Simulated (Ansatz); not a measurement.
Basis-set series for CH$_{3}$BrClIn (`[CH3][In]([Cl])[Br]`). Total charge 0; spin multiplicity 1. In takes the def2 core potential. All single points use the PBE0-D4/def2-TZVP geometry.

```tsv
functional	basis	functions	energy (Eh)	HOMO (eV)	LUMO (eV)
PBE0-D4	def2-SVP	105	-3263.52771	-8.10	-1.52
PBE0-D4	def2-TZVPP	213	-3264.05368	-8.22	-1.70
ωB97M-V	def2-SVP	105	-3263.77826	-10.26	0.19
ωB97M-V	def2-TZVPP	213	-3264.30393	-10.39	0.00
```

Question: Give the rows for def2-QZVPP. (Estimate.)

Answer: The calculation gave: 
```csv
functional,basis,functions,energy (Eh),HOMO (eV),LUMO (eV)
PBE0-D4,def2-QZVPP,388,-3264.12364,-8.23,-1.76
ωB97M-V,def2-QZVPP,388,-3264.37138,-10.41,-0.07
```

Scalar relativity is left out up to krypton.

Results of the Gaussian-basis code of Ansatz.
